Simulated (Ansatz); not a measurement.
Basis-set series for `[GeH3][SbH2]`. The species carries charge 0 and has multiplicity 1. Sb: def2 effective core potential. The geometry is a stationary point of PBE0-D4/def2-TZVP.

```json
{"atom": "Ge1", "x (Å)": "0.3507", "y (Å)": "0.4684", "z (Å)": "-0.7666"}
{"atom": "Sb2", "x (Å)": "-0.1371", "y (Å)": "-0.1429", "z (Å)": "1.7344"}
{"atom": "H3", "x (Å)": "-0.3267", "y (Å)": "-0.4970", "z (Å)": "-1.7514"}
{"atom": "H4", "x (Å)": "-0.1540", "y (Å)": "1.8960", "z (Å)": "-1.0375"}
{"atom": "H5", "x (Å)": "1.8707", "y (Å)": "0.4373", "z (Å)": "-0.9999"}
{"atom": "H6", "x (Å)": "-1.7952", "y (Å)": "-0.3701", "z (Å)": "1.3903"}
{"atom": "H7", "x (Å)": "0.1915", "y (Å)": "-1.7918", "z (Å)": "1.4308"}
```

```json
{"functional": "PBE0-D4", "basis": "def2-TZVPP", "functions": "168", "energy (Eh)": "-2319.99581", "HOMO (eV)": "-7.22", "LUMO (eV)": "-0.62"}
{"functional": "PBE0-D4", "basis": "def2-QZVPP", "functions": "321", "energy (Eh)": "-2320.04292", "HOMO (eV)": "-7.22", "LUMO (eV)": "-0.72"}
{"functional": "ωB97M-V", "basis": "def2-TZVPP", "functions": "168", "energy (Eh)": "-2320.07488", "HOMO (eV)": "-9.20", "LUMO (eV)": "0.98"}
{"functional": "ωB97M-V", "basis": "def2-QZVPP", "functions": "321", "energy (Eh)": "-2320.12120", "HOMO (eV)": "-9.20", "LUMO (eV)": "0.73"}
```

(1) Give the rows for def2-SVP. (Best estimate.)

## Answers

(1) Computed: 
| functional | basis | functions | energy (Eh) | HOMO (eV) | LUMO (eV) |
| --- | --- | --- | --- | --- | --- |
| PBE0-D4 | def2-SVP | 83 | -2319.72340 | -7.17 | -0.38 |
| ωB97M-V | def2-SVP | 83 | -2319.80026 | -9.12 | 1.41 |

Positive LUMOs are unbound and depend on the basis. Scalar relativity is left out up to krypton.
